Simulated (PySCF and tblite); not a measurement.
Results of a calculation; reference values are marked as such.
Molecule: C7H14, numbered as in [CH3:1][C:2]1([CH3:3])[CH2:4][CH2:5][CH2:6][CH2:7]1; H are named by their carrier, a and b as at the first point (Å):

```
C1      -1.378    1.362    0.080
C2      -0.591    0.051    0.051
C3      -1.566   -1.121    0.172
C4       0.453    0.010    1.193
C5       1.810    0.218    0.525
C6       1.641   -0.484   -0.817
C7       0.239   -0.057   -1.250
H1a     -2.047    1.422   -0.776
H1b     -0.703    2.215    0.051
H1c     -1.978    1.427    0.986
H3a     -1.036   -2.068    0.107
H3b     -2.306   -1.086   -0.625
H3c     -2.090   -1.084    1.125
H4a      0.248    0.763    1.953
H4b      0.433   -0.968    1.677
H5a      1.994    1.282    0.363
H5b      2.631   -0.186    1.116
H6a      1.680   -1.565   -0.676
H6b      2.405   -0.205   -1.542
H7a      0.291    0.918   -1.735
H7b     -0.204   -0.758   -1.955
```

The ring 2–4–5–6–7 is held at Altona–Sundaralingam phase angles P (ν_j = ν_max cos(P + 144°(j − 2)), ν_j about the bond from ring atom j to j + 1, counted from 0) and the rest relaxed at GFN2-xTB. Energies: PBE0/pcSseg-1 + D3(BJ). Couplings: B3LYP/6-31G* with H pcJ-1, gas phase, for ¹H. Programs: tblite and PySCF.

How do the most sensitive couplings change along the phase angle P?


| phase angle P ° | ³J(H6b,H7b) | ³J(H4a,H5b) | ³J(H5a,H6a) | ³J(H4b,H5a) | ³J(H6a,H7a) |
| --- | --- | --- | --- | --- | --- |
| 0 | 0.2 | 0.2 | 13.2 | 12.7 | 12.7 |
| 72 | 0.3 | 8.0 | 7.8 | 2.0 | 12.7 |
| 144 | 8.1 | 13.4 | 0.2 | 0.4 | 1.8 |
| 216 | 13.4 | 8.1 | 0.2 | 1.8 | 0.4 |
| 288 | 8.1 | 0.3 | 7.8 | 12.7 | 1.9 |
Values in Hz.

Set ³J(H6b,H7b) against its H–C–C–H torsion.

82°: 0.2 Hz, 84°: 0.3 Hz, 134°: 8.1 Hz, 134°: 8.1 Hz, 165°: 13.4 Hz.

With the energies 0.36, 0.06, 0.46, 0.44, 0.00 kcal/mol at these points, what are the Boltzmann averages at 298 K?

³J(H6b,H7b) 5.5, ³J(H4a,H5b) 5.2, ³J(H5a,H6a) 6.6, ³J(H4b,H5a) 6.6, ³J(H6a,H7a) 6.3 Hz, over these points alone; points not sampled, such as mirror images that interchange a and b, would even out couplings that symmetry makes equal.
